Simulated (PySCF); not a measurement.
# Name the molecule from its bond curve

A diatomic of charge +1 contains Ga. Its quartet curve at BLYP in a double-zeta basis (no relativity, PySCF), in eV from the separated fragments:

R (Å), E (eV) and a bar:
```
    2.308     -0.185 ########
    2.416     -0.205 ##
    2.523     -0.210 
    2.603     -0.208 #
    2.684     -0.203 ##
    2.764     -0.196 #####
    2.872     -0.184 #########
    3.006     -0.167 ##############
    3.167     -0.146 #####################
    3.382     -0.119 ##############################
```

The fit gives ωe = 128 cm⁻¹ and the rotational constant Bₑ = 0.2265 cm⁻¹.

Problem. Which atom is the partner?

Solution. The minimum lies at 2.529 Å, so the reduced mass is 16.8576 u Å² cm⁻¹/(Bₑ·Re²) = 11.64 u. With Ga at 68.93 u the partner weighs about 14.0 u: N. The molecule is GaN⁺.

Spin–orbit coupling is left out. The state was picked by a PBE0 search and need not be the measured ground state.
